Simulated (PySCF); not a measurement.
A species of formula C6H7FN2Si has this rotational fingerprint, computed with PBE0/pcSseg-1 in PySCF (dipole) on a GFN2-xTB geometry, gas phase:

* Rotational constants: A = 2500, B = 639.8, C = 538.4 MHz
* Dipole components: |μa| = 5.96 D, |μb| = 0.36 D, |μc| = 0.21 D
* Inertial defect: -53.38 u·Å²
* κ: -0.90

Question: Which candidate fits, each taken in the one conformer that was computed?
A. `[CH3:1][C@H:2]([F:3])/[C:4]([C:5]#[N:6])=[C:7](/[SiH3:8])[C:9]#[N:10]` with C1–C2–C4–C5 62°
B. `[CH3:1][NH:2][Si@H:3]1[CH:4]=[C:5]([F:6])[C:7]([C:8]#[N:9])=[CH:10]1` with C1–N2–Si3–C4 82°
C. `[CH3:1][SiH2:2]/[C:3]([C:4]#[N:5])=[C:6](\[C:7]#[N:8])[CH2:9][F:10]` with C1–Si2–C3–C4 110°, C3–C6–C9–F10 -134°
D. `[CH3:1][Si@:2]1([NH2:3])[CH:4]=[CH:5][C:6]([C:7]#[N:8])=[C:9]1[F:10]` with C1–Si2–N3–H 38° and -179°
E. `[CH:1]#[C:2][SiH2:3][n:4]1[n:5][cH:6][c:7]([F:8])[c:9]1[CH3:10]` with C2–Si3–N4–N5 -117°

Answer: B. It is CN[Si@H]1C=C(F)C(C#N)=C1, an asymmetric top, point group C1. The candidates at the same level (rigid rotor, commonest isotopes):

```csv
SMILES,A (MHz),B (MHz),C (MHz),μa (D),μb (D),μc (D),Δ (u·Å²),point group,rotor
C[SiH2]/C(C#N)=C(\C#N)CF,1265,944.5,608.3,1.48,0.03,0.51,-103.70,C1,asymmetric top
C[Si@]1(N)C=CC(C#N)=C1F,2050,783.2,679.6,5.70,0.70,0.45,-148.14,C1,asymmetric top
C[C@H](F)/C(C#N)=C(/[SiH3])C#N,1383,913.8,622.2,0.94,0.14,1.60,-106.18,C1,asymmetric top
C#C[SiH2]n1ncc(F)c1C,2116,751.1,637.7,2.35,1.59,0.68,-119.20,C1,asymmetric top
CN[Si@H]1C=C(F)C(C#N)=C1,2500,639.8,538.4,5.96,0.36,0.21,-53.38,C1,asymmetric top
```

`C[SiH2]/C(C#N)=C(\C#N)CF` has A 49 % too low; `C[C@H](F)/C(C#N)=C(/[SiH3])C#N` has A 45 % too low; `C#C[SiH2]n1ncc(F)c1C` has C 18 % too high; `C[Si@]1(N)C=CC(C#N)=C1F` has C 26 % too high. No structure here is proved a minimum.
